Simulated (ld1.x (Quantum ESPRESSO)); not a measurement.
**beryllium (Be), TM: configuration errors across variants**

ld1.x (Quantum ESPRESSO) 7.5 input, shortened:

```
&input
   title='Be', zed=4., rel=1, dft='PBE', iswitch=3,
   config='[He] 2s1 2p1 3d-2'
 /
 &inputp
   pseudotype=2, tm=.true., lloc=2,
   nlcc=.true., new_core_ps=.true., rcore=0.80
 /
3
2S  1  0   1.00   0.00  1.75  1.75  0.0
2P  2  1   1.00   0.00  4.20  4.20  0.0
3D  3  2  -2.00   0.35  4.05  4.05  0.0
 &test
   configts(1)='2s1 2p1'
 /
```

All-electron excitation energies from the reference (eV): (1) 2s2 2p0 -3.612; (2) 2s1 2p0 5.938; (3) 2s1.5 2p0 0.148; (4) 2s0 2p2 3.639; (5) 2s0 2p1 9.848.

1 further variants failed, have other tests or too few solved ones, and are left out.

A true bound ghost makes a file unfit for plane-wave use even where its test errors are small: the radial tests pick states by their node count and pass the ghost by.

Errors AE − PS in meV (a dash: test not solved or not reliable):

| change | (1) | (2) | (3) | (4) | (5) | bound ghosts |
| --- | --- | --- | --- | --- | --- | --- |
| base | -25 | +86 | +20 | -27 | -79 | none |
| wave 3d channel at 0.35 Ry: rc 4.05 bohr becomes 3d channel at -0.08 Ry: rc 4.05 bohr | -25 | +86 | +20 | -27 | -79 | none |
| wave 2s (bound): rc 1.75 bohr becomes 2s (bound): rc 1.14 bohr | -25 | +86 | +20 | -28 | -80 | none |
| wave 3d channel at 0.35 Ry: rc 4.05 bohr becomes 3d channel at 0.35 Ry: rc 5.66 bohr | -26 | +86 | +21 | -27 | -74 | s |
| wave 2p (bound): rc 4.20 bohr becomes 2p (bound): rc 6.48 bohr | -66 | +322 | +109 | -66 | -176 | none |
| local potential the s channel | -25 | +83 | +20 | -27 | -81 | none |
| core correction Bessel-smoothed model core inside 1.78 bohr | -23 | +84 | +20 | -25 | -72 | none |

Task: Give the same row for: all radii but the core radius scaled by about 1.10 (s 1.92, p 4.62, d 4.46 bohr).

Result: -33, +122, +32, -35, -104; bound ghosts: none.
